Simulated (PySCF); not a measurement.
H5GeSi (SMILES [SiH2][GeH3]), doublet, at a GFN2-xTB geometry, atoms displaced at random by about 0.03 Å a coordinate.

The PySCF input:
```python
from pyscf import gto, scf

mol = gto.M(
    atom='''
Si    1.58033684   -0.15639327    0.20027069
Ge   -0.71674080    0.10639760   -0.07423896
H     2.39596552    0.97355663   -0.34948895
H     2.15693821   -1.37059973   -0.29633586
H    -1.52575473   -0.28680501    1.16274175
H    -1.16180678    1.47162363   -0.34019613
H    -1.37664311   -0.68541236   -1.20183712
''',
    basis='cc-pvdz',
    spin=1,
    verbose=4,
)

mf = scf.UHF(mol)
mf.kernel()
g = mf.nuc_grad_method()
grad = g.kernel()
```

Problem. What does this run give for the <S^2>, HOMO energy, Mulliken (on the basis functions themselves) charges in atom order?

Solution. 
| Property | Result |
|---|---|
| <S^2> | 0.758 |
| HOMO energy | -8.90 eV |
| Mulliken (on the basis functions themselves) charges in atom order | Si1 0.16, Ge2 0.33, H3 -0.08, H4 -0.08, H5 -0.11, H6 -0.11, H7 -0.10 |

These values belong to the state on which the SCF converged, which isn't shown to be the lowest.
